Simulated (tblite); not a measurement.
Species: C6H4ClFO.
SMILES with atom numbers: `[O:1]=[CH:2][C:3]1=[C:4]([Cl:5])[CH:6]=[CH:7][C@@H:8]1[F:9]` (hydrogens: H10 on C2; H11 on C6; H12 on C7; H13 on C8)

Computed geometry: GFN2-xTB, gas phase.

Problem. Give the optimised bond lengths and angles.

Solution. 
```tsv
bond	length (Å)
O1=C2	1.207
C2–C3	1.449
C3=C4	1.363
C4–Cl5	1.686
C4–C6	1.455
C6=C7	1.337
C7–C8	1.503
C8–F9	1.371
C3–C8	1.512
C2–H10	1.106
C6–H11	1.074
C7–H12	1.074
C8–H13	1.103
```

A selection of angles:
```tsv
angle	degrees
O1–C2–C3	125.3
O1–C2–H10	121.4
C3–C2–H10	113.3
C2–C3–C4	128.9
C2–C3–C8	123.7
C4–C3–C8	107.4
C3–C4–Cl5	126.9
C3–C4–C6	110.2
Cl5–C4–C6	122.9
C4–C6–C7	109.2
C4–C6–H11	123.1
C7–C6–H11	127.6
C6–C7–C8	109.4
C6–C7–H12	128.3
C8–C7–H12	122.3
C7–C8–F9	113.9
C7–C8–H13	109.7
F9–C8–H13	105.9
C3–C8–C7	103.4
C3–C8–F9	114.0
C3–C8–H13	110.0
```

Dihedral angles: O1–C2–C3–C4 0° (synperiplanar); C2–C3–C4–Cl5 2° (synperiplanar); C3–C4–C6–C7 0° (synperiplanar); C4–C6–C7–C8 -3° (synperiplanar); C6–C7–C8–F9 129° (anticlinal); C2–C3–C8–C7 176° (antiperiplanar).

Of the pairs four or more bonds apart, O1···Cl5 is among the closest relative to their van der Waals radii: 3.10 Å, 95 % of the sum of Bondi's values. The 6 C–C bonds span 1.337 Å (C6=C7, drawn double) to 1.512 Å (C3–C8, drawn single), a spread of 0.175 Å. The 5-membered ring C3–C4–C6–C7–C8 has internal angles of 103.4° to 110.2°; it is almost planar, 0.02 Å rms from its mean plane, widest ring torsion 5°.

Point group: C1 (no symmetry element, even within 0.4 Å). Its GFN2-xTB frequencies are all real (lowest 80 cm⁻¹). One conformer, not necessarily the lowest. 2 starts were optimised and ended at 0.00 and 0.37 kcal/mol (GFN2-xTB); the lowest of these is shown.
